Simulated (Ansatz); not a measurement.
`CB(N)[SiH2]C#N` + `C#CCO` → `CB(N)[SiH2]O` + `C#CCC#N`  (formal exchange of groups at the Si–C bond)

Program: Ansatz. Geometries: PBE0-D4/def2-TZVP. ΔE: electronic, gas phase. CCSD(T)/CBS adds triple-zeta CCSD(T) − MP2 to the extrapolated MP2 energy (def2 sets, frozen cores). This one scheme is used for every species. DFT in def2-TZVPP. B3LYP here is the variant with VWN-RPA as its local correlation; programs differ in this. One conformer a species, not always the lowest.

Q: Is it downhill or uphill in electronic energy at CCSD(T)/CBS, and by how much? (Best estimate.)

A: Computed: Downhill: ΔE = -95.8 kJ/mol.

Q: What do these levels give: B3LYP-D4, ωB97M-V, B2PLYP, r2SCAN, HF/def2-TZVPP, HF/def2-QZVPP? (Best estimate.)

A: The calculation gave: B3LYP-D4 -92.4, ωB97M-V -92.8, B2PLYP -95.6, r2SCAN -92.4, HF/def2-TZVPP -97.7, HF/def2-QZVPP -98.7 kJ/mol.

Largest T1 diagnostic among the species: 0.013.

From PBE to PBE0 (25 % exact exchange), in def2-TZVPP and without D4, ΔE moves by −4.6 kJ/mol.
